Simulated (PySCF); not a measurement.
Predicted microwave data (PBE0/pcSseg-1 in PySCF (dipole) on a GFN2-xTB geometry, gas phase) for one isomer of C5H16OSi2:

* Rotational constants: A = 2132, B = 622.8, C = 539.9 MHz
* Dipole components: |μa| = 0.96 D, |μb| = 1.45 D, |μc| = 0.23 D
* Inertial defect: -112.43 u·Å²
* κ: -0.90

Task: Which structure is it? (One computed conformer of each.)
A. `[CH3:1][CH2:2][CH2:3][Si:4]([CH3:5])([CH3:6])[O:7][SiH3:8]` with C1–C2–C3–Si4 180°, C2–C3–Si4–C5 63°
B. `[CH3:1][O:2][Si@@H:3]([CH2:4][SiH3:5])[CH:6]([CH3:7])[CH3:8]` with C1–O2–Si3–C4 52°, O2–Si3–C4–Si5 56°, O2–Si3–C6–C7 -45°
C. `[CH3:1][O:2][CH2:3][CH2:4][CH2:5][CH:6]([SiH3:7])[SiH3:8]` with C1–O2–C3–C4 180°, O2–C3–C4–C5 66°, C3–C4–C5–C6 -173°, C4–C5–C6–Si7 173°
D. `[CH3:1][CH2:2][CH2:3][O:4][CH2:5][Si@@H:6]([CH3:7])[SiH3:8]` with C1–C2–C3–O4 -179°, C2–C3–O4–C5 177°, C3–O4–C5–Si6 -176°, O4–C5–Si6–C7 -90°

Result: D. It is CCCOC[Si@@H](C)[SiH3], an asymmetric top, point group C1. The candidates at the same level (rigid rotor, commonest isotopes):

```json
{"SMILES": "COCCCC([SiH3])[SiH3]", "A (MHz)": "2238", "B (MHz)": "558.5", "C (MHz)": "464.1", "μa (D)": "1.64", "μb (D)": "0.59", "μc (D)": "0.44", "Δ (u·Å²)": "-41.73", "point group": "C1", "rotor": "asymmetric top"}
{"SMILES": "CCCOC[Si@@H](C)[SiH3]", "A (MHz)": "2132", "B (MHz)": "622.8", "C (MHz)": "539.9", "μa (D)": "0.96", "μb (D)": "1.45", "μc (D)": "0.23", "Δ (u·Å²)": "-112.43", "point group": "C1", "rotor": "asymmetric top"}
{"SMILES": "CO[Si@@H](C[SiH3])C(C)C", "A (MHz)": "1318", "B (MHz)": "1153", "C (MHz)": "813.8", "μa (D)": "0.70", "μb (D)": "0.18", "μc (D)": "0.70", "Δ (u·Å²)": "-200.92", "point group": "C1", "rotor": "asymmetric top"}
{"SMILES": "CCC[Si](C)(C)O[SiH3]", "A (MHz)": "1802", "B (MHz)": "708.8", "C (MHz)": "621.1", "μa (D)": "0.51", "μb (D)": "0.01", "μc (D)": "0.05", "Δ (u·Å²)": "-179.70", "point group": "–", "rotor": "asymmetric top"}
```

`COCCCC([SiH3])[SiH3]` has C 14 % too low; `CCC[Si](C)(C)O[SiH3]` has A 15 % too low; `CO[Si@@H](C[SiH3])C(C)C` has B 85 % too high. No structure here is proved a minimum.
